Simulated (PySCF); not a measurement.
CH6FNOSi (SMILES CO[SiH](N)F), singlet, at a GFN2-xTB geometry, atoms displaced at random by about 0.08 Å a coordinate; PBE/STO-3G, gradient by finite differences in PySCF.

PySCF was given this input:
```python
from pyscf import gto, scf, dft

mol = gto.Mole()
mol.atom = '''
    Si    0.354924   -0.299368    0.341675
    N     1.780012    0.421070    0.655116
    F     0.386150   -1.122837   -1.166736
    O    -0.722729    0.748609    0.220158
    C    -2.050515    1.048228   -0.067677
    H    -0.051547   -1.509961    1.148711
    H     2.752211   -0.137320    0.414737
    H     1.906143    1.220333    0.592581
    H    -2.419607    1.948558   -0.298521
    H    -2.673767    0.336865    0.839696
    H    -2.301811    0.253064   -1.079168
'''
mol.basis = 'sto-3g'
mol.charge = 0
mol.spin = 0
mol.verbose = 4
mol.build()

mf = dft.RKS(mol)
mf.xc = 'pbe'
mf.conv_tol = 1e-11
mf.kernel()
scan, done = mf.as_scanner(), []
scan.scf_summary = {}
def energy(d):
    c = mol.atom_coords()
    c[1, 0] += d
    e = scan(mol.set_geom_(c, unit='Bohr', inplace=False))
    done.append(scan.converged)
    return e
h = 0.01
fd = (energy(h) - energy(-h)) / (2 * h)
print('dE/dx =', fd)
```

The log (banner, timings and long lists left out):

```
PySCF version 2.14.0

[INPUT] verbose = 4
[INPUT] num. atoms = 11
[INPUT] num. electrons = 50
[INPUT] charge = 0
[INPUT] spin (= nelec alpha-beta = 2S) = 0
[INPUT] symmetry False subgroup None
[INPUT] Mole.unit = angstrom
[INPUT] Symbol           X                Y                Z      unit          X                Y                Z       unit  Magmom
[...]
nuclear repulsion = 258.58573645494
number of shells = 23
number of NR pGTOs = 105
number of NR cGTOs = 35
basis = sto-3g
ecp = {}

******** <class 'pyscf.dft.rks.RKS'> ********
method = RKS
initial guess = minao
damping factor = 0
level_shift factor = 0
DIIS = <class 'pyscf.scf.diis.CDIIS'>
diis_start_cycle = 1
diis_space = 8
diis_damp = 0
SCF conv_tol = 1e-11
SCF conv_tol_grad = None
SCF max_cycles = 50
direct_scf = True
direct_scf_tol = 1e-13
XC library pyscf.dft.libxc version 7.1.2
    S. Lehtola, C. Steigemann, M. J. T. Oliveira, and M. A. L. Marques,  SoftwareX 7, 1–5 (2018)
XC functionals = pbe
    J. P. Perdew, K. Burke, and M. Ernzerhof,  Phys. Rev. Lett. 77, 3865 (1996)
    J. P. Perdew, K. Burke, and M. Ernzerhof,  Phys. Rev. Lett. 78, 1396 (1997)
    J. P. Perdew, K. Burke, and M. Ernzerhof,  Phys. Rev. Lett. 77, 3865 (1996)
    J. P. Perdew, K. Burke, and M. Ernzerhof,  Phys. Rev. Lett. 78, 1396 (1997)
radial grids:
    Treutler-Ahlrichs [JCP 102, 346 (1995); DOI:10.1063/1.469408] (M4) radial grids

becke partition: Becke, JCP 88, 2547 (1988); DOI:10.1063/1.454033
pruning grids: <function nwchem_prune>
grids dens level: 3
symmetrized grids: False
atomic radii adjust function: <function treutler_atomic_radii_adjust>
small_rho_cutoff = 0
Set gradient conv threshold to 3.16228e-06
Initial guess from minao.
tot grids = 134392
init E= -553.937615332746
[...]
cycle= 1 E= -553.106678193365  delta_E= 0.831  |g|= 0.795  |ddm|= 4.05
[...]
cycle= 2 E= -552.811831163955  delta_E= 0.295  |g|= 1.29  |ddm|=  3.2
[...]
cycle= 3 E= -553.32825176374  delta_E= -0.516  |g|= 0.171  |ddm|= 2.16
[...]
cycle= 4 E= -553.336157797221  delta_E= -0.00791  |g|= 0.0809  |ddm|= 0.409
[...]
cycle= 5 E= -553.338297750937  delta_E= -0.00214  |g|= 0.0233  |ddm|= 0.158
[...]
cycle= 6 E= -553.338481832363  delta_E= -0.000184  |g|= 0.00589  |ddm|= 0.0453
[...]
cycle= 7 E= -553.338494988195  delta_E= -1.32e-05  |g|= 0.000759  |ddm|= 0.0112
[...]
cycle= 8 E= -553.338495207823  delta_E= -2.2e-07  |g|= 0.000214  |ddm|= 0.00158
[...]
cycle= 9 E= -553.338495223286  delta_E= -1.55e-08  |g|= 8.36e-05  |ddm|= 0.000377
[...]
cycle= 10 E= -553.33849522591  delta_E= -2.62e-09  |g|= 9.65e-06  |ddm|= 0.000157
[...]
cycle= 11 E= -553.338495225952  delta_E= -4.18e-11  |g|= 1.24e-06  |ddm|= 2.15e-05
[...]
cycle= 12 E= -553.338495225954  delta_E= -1.82e-12  |g|= 2.36e-07  |ddm|= 3.46e-06
[...]
Extra cycle  E= -553.338495225954  delta_E= -1.14e-13  |g|= 1.62e-07  |ddm|= 9.47e-07
converged SCF energy = -553.338495225954
Create scanner for <class 'pyscf.dft.rks.RKS'>

WARN: Mole.unit (angstrom) is changed to Bohr

New geometry
   1 Si     0.354924000000  -0.299368000000   0.341675000000 AA    0.670709155035  -0.565723530459   0.645672173611 Bohr
   2 N      1.785303772109   0.421070000000   0.655116000000 AA    3.373735178439   0.795706979271   1.237989819821 Bohr
   3 F      0.386150000000  -1.122837000000  -1.166736000000 AA    0.729717743001  -2.121854412528  -2.204811499671 Bohr
   4 O     -0.722729000000   0.748609000000   0.220158000000 AA   -1.365759872281   1.414665984385   0.416038324132 Bohr
   5 C     -2.050515000000   1.048228000000  -0.067677000000 AA   -3.874911764313   1.980863836101  -0.127890994932 Bohr
   6 H     -0.051547000000  -1.509961000000   1.148711000000 AA   -0.097409712543  -2.853412748774   2.170749186275 Bohr
   7 H      2.752211000000  -0.137320000000   0.414737000000 AA    5.200925027015  -0.259497191425   0.783739343724 Bohr
   8 H      1.906143000000   1.220333000000   0.592581000000 AA    3.602088224257   2.306095150769   1.119815796621 Bohr
   9 H     -2.419607000000   1.948558000000  -0.298521000000 AA   -4.572394559080   3.682240957830  -0.564122932431 Bohr
  10 H     -2.673767000000   0.336865000000   0.839696000000 AA   -5.052687350900   0.636582590952   1.586795467893 Bohr
  11 H     -2.301811000000   0.253064000000  -1.079168000000 AA   -4.349792380511   0.478221651987  -2.039331962395 Bohr

******** <class 'pyscf.scf.hf.RKS_Scanner'> ********
method = RKS_Scanner
initial guess = minao
damping factor = 0
level_shift factor = 0
DIIS = <class 'pyscf.scf.diis.CDIIS'>
diis_start_cycle = 1
diis_space = 8
diis_damp = 0
SCF conv_tol = 1e-11
SCF conv_tol_grad = None
SCF max_cycles = 50
direct_scf = True
direct_scf_tol = 1e-13
XC library pyscf.dft.libxc version 7.1.2
    S. Lehtola, C. Steigemann, M. J. T. Oliveira, and M. A. L. Marques,  SoftwareX 7, 1–5 (2018)
XC functionals = pbe
    J. P. Perdew, K. Burke, and M. Ernzerhof,  Phys. Rev. Lett. 77, 3865 (1996)
    J. P. Perdew, K. Burke, and M. Ernzerhof,  Phys. Rev. Lett. 78, 1396 (1997)
    J. P. Perdew, K. Burke, and M. Ernzerhof,  Phys. Rev. Lett. 77, 3865 (1996)
    J. P. Perdew, K. Burke, and M. Ernzerhof,  Phys. Rev. Lett. 78, 1396 (1997)
radial grids:
    Treutler-Ahlrichs [JCP 102, 346 (1995); DOI:10.1063/1.469408] (M4) radial grids

becke partition: Becke, JCP 88, 2547 (1988); DOI:10.1063/1.454033
pruning grids: <function nwchem_prune>
grids dens level: 3
symmetrized grids: False
atomic radii adjust function: <function treutler_atomic_radii_adjust>
small_rho_cutoff = 0
Set gradient conv threshold to 3.16228e-06
tot grids = 134392
init E= -553.340290490484
[...]
cycle= 1 E= -553.339062505584  delta_E= 0.00123  |g|= 0.00198  |ddm|= 0.0136
[...]
cycle= 2 E= -553.339063471626  delta_E= -9.66e-07  |g|= 0.00159  |ddm|= 0.00691
[...]
cycle= 3 E= -553.339064308572  delta_E= -8.37e-07  |g|= 0.000668  |ddm|= 0.00362
[...]
cycle= 4 E= -553.339064471487  delta_E= -1.63e-07  |g|= 0.000105  |ddm|= 0.00131
[...]
cycle= 5 E= -553.339064475066  delta_E= -3.58e-09  |g|= 2.69e-05  |ddm|= 0.00019
[...]
cycle= 6 E= -553.339064475301  delta_E= -2.34e-10  |g|= 5.23e-06  |ddm|= 4.19e-05
[...]
cycle= 7 E= -553.339064475312  delta_E= -1.16e-11  |g|= 9.57e-07  |ddm|= 9.62e-06
[...]
cycle= 8 E= -553.339064475312  delta_E= 2.27e-13  |g|= 2.53e-07  |ddm|= 1.85e-06
[...]
Extra cycle  E= -553.339064475312  delta_E= -4.55e-13  |g|= 3.12e-07  |ddm|= 1.04e-06
converged SCF energy = -553.339064475312

WARN: Mole.unit (angstrom) is changed to Bohr

New geometry
   1 Si     0.354924000000  -0.299368000000   0.341675000000 AA    0.670709155035  -0.565723530459   0.645672173611 Bohr
   2 N      1.774720227891   0.421070000000   0.655116000000 AA    3.353735178439   0.795706979271   1.237989819821 Bohr
   3 F      0.386150000000  -1.122837000000  -1.166736000000 AA    0.729717743001  -2.121854412528  -2.204811499671 Bohr
   4 O     -0.722729000000   0.748609000000   0.220158000000 AA   -1.365759872281   1.414665984385   0.416038324132 Bohr
   5 C     -2.050515000000   1.048228000000  -0.067677000000 AA   -3.874911764313   1.980863836101  -0.127890994932 Bohr
   6 H     -0.051547000000  -1.509961000000   1.148711000000 AA   -0.097409712543  -2.853412748774   2.170749186275 Bohr
   7 H      2.752211000000  -0.137320000000   0.414737000000 AA    5.200925027015  -0.259497191425   0.783739343724 Bohr
   8 H      1.906143000000   1.220333000000   0.592581000000 AA    3.602088224257   2.306095150769   1.119815796621 Bohr
   9 H     -2.419607000000   1.948558000000  -0.298521000000 AA   -4.572394559080   3.682240957830  -0.564122932431 Bohr
  10 H     -2.673767000000   0.336865000000   0.839696000000 AA   -5.052687350900   0.636582590952   1.586795467893 Bohr
  11 H     -2.301811000000   0.253064000000  -1.079168000000 AA   -4.349792380511   0.478221651987  -2.039331962395 Bohr

******** <class 'pyscf.scf.hf.RKS_Scanner'> ********
method = RKS_Scanner
initial guess = minao
damping factor = 0
level_shift factor = 0
DIIS = <class 'pyscf.scf.diis.CDIIS'>
diis_start_cycle = 1
diis_space = 8
diis_damp = 0
SCF conv_tol = 1e-11
SCF conv_tol_grad = None
SCF max_cycles = 50
direct_scf = True
direct_scf_tol = 1e-13
XC library pyscf.dft.libxc version 7.1.2
    S. Lehtola, C. Steigemann, M. J. T. Oliveira, and M. A. L. Marques,  SoftwareX 7, 1–5 (2018)
XC functionals = pbe
    J. P. Perdew, K. Burke, and M. Ernzerhof,  Phys. Rev. Lett. 77, 3865 (1996)
    J. P. Perdew, K. Burke, and M. Ernzerhof,  Phys. Rev. Lett. 78, 1396 (1997)
    J. P. Perdew, K. Burke, and M. Ernzerhof,  Phys. Rev. Lett. 77, 3865 (1996)
    J. P. Perdew, K. Burke, and M. Ernzerhof,  Phys. Rev. Lett. 78, 1396 (1997)
radial grids:
    Treutler-Ahlrichs [JCP 102, 346 (1995); DOI:10.1063/1.469408] (M4) radial grids

becke partition: Becke, JCP 88, 2547 (1988); DOI:10.1063/1.454033
pruning grids: <function nwchem_prune>
grids dens level: 3
symmetrized grids: False
atomic radii adjust function: <function treutler_atomic_radii_adjust>
small_rho_cutoff = 0
Set gradient conv threshold to 3.16228e-06
tot grids = 134392
init E= -553.335498973288
[...]
cycle= 1 E= -553.337877516088  delta_E= -0.00238  |g|= 0.00395  |ddm|= 0.0273
[...]
cycle= 2 E= -553.337881459956  delta_E= -3.94e-06  |g|= 0.00314  |ddm|= 0.0138
[...]
cycle= 3 E= -553.337884728705  delta_E= -3.27e-06  |g|= 0.00134  |ddm|= 0.00718
[...]
cycle= 4 E= -553.337885385514  delta_E= -6.57e-07  |g|= 0.000199  |ddm|= 0.00263
[...]
cycle= 5 E= -553.337885398449  delta_E= -1.29e-08  |g|= 5.23e-05  |ddm|= 0.000363
[...]
cycle= 6 E= -553.337885399342  delta_E= -8.93e-10  |g|= 1.03e-05  |ddm|= 8.07e-05
[...]
cycle= 7 E= -553.337885399384  delta_E= -4.18e-11  |g|= 1.79e-06  |ddm|= 1.88e-05
[...]
cycle= 8 E= -553.337885399381  delta_E= 2.5e-12  |g|= 5.11e-07  |ddm|= 3.47e-06
[...]
Extra cycle  E= -553.337885399382  delta_E= -1.36e-12  |g|= 6.41e-07  |ddm|= 2.08e-06
converged SCF energy = -553.337885399382
dE/dx = -0.058953796497007716
```
